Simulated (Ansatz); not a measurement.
Two isomers of C3H10OSi: A = `CO[SiH](C)C`, B = `CCO[SiH2]C`.

Computed with Ansatz on PBE0-D4/def2-TZVP structures; ΔE is electronic, products minus reactants. CCSD(T)/CBS is the MP2 limit (def2-TZVPP, def2-QZVPP) plus CCSD(T) − MP2 in def2-TZVPP, frozen cores. Functionals use def2-TZVPP. B3LYP here is the variant with VWN-RPA as its local correlation; programs differ in this. One conformer a species, not always the lowest.

A:

Z-matrix (Å, degrees):
```
C
O 1 1.404
H 1 1.097 2 111.7
H 1 1.097 2 111.7 3 121.5
H 1 1.092 2 108.5 3 -119.2
Si 2 1.650 1 123.0 3 -69.9
C 6 1.867 2 111.3 1 63.6
C 6 1.858 2 106.3 1 -174.3
H 6 1.496 2 108.5 1 -55.2
H 7 1.093 6 111.1 2 60.4
H 7 1.094 6 110.4 2 -179.7
H 7 1.093 6 111.6 2 -60.3
H 8 1.093 6 110.7 2 -61.8
H 8 1.092 6 110.8 2 58.2
H 8 1.093 6 110.8 2 178.2
```

B:

```xyz
15

C    -1.222   -0.474    1.971
C    -0.107   -1.100    1.165
O    -0.102   -0.639   -0.172
Si    0.724    0.689   -0.681
C     0.591    0.750   -2.531
H    -2.189   -0.678    1.506
H    -1.234   -0.883    2.985
H    -1.098    0.609    2.042
H    -0.232   -2.186    1.127
H     0.864   -0.904    1.641
H     0.166    1.935   -0.077
H     2.146    0.585   -0.234
H     1.021   -0.147   -2.981
H    -0.454    0.823   -2.839
H     1.124    1.621   -2.923
```

(1) Which is lower in electronic energy at CCSD(T)/CBS, and by how much? (Best estimate.)

(2) Give E(B) − E(A) in kcal/mol with HF/def2-TZVPP, B3LYP, B2PLYP, CCSD/def2-TZVPP, ωB97M-V, PBE-D4, MP2/def2-TZVPP. (Estimate.)

Largest T1 diagnostic: 0.010.

Results:

(1) The calculation gave: A, by 8.6 kcal/mol.

(2) Ansatz gave: HF/def2-TZVPP 7.1, B3LYP 8.3, B2PLYP 8.4, CCSD/def2-TZVPP 8.2, ωB97M-V 9.0, PBE-D4 8.9, MP2/def2-TZVPP 8.8. None reverses the order clearly.

In def2-TZVPP, CCSD(T) changes the Hartree–Fock value by +1.2 kcal/mol (the triples alone add +0.1 kcal/mol) and MP2 by +1.7 kcal/mol.
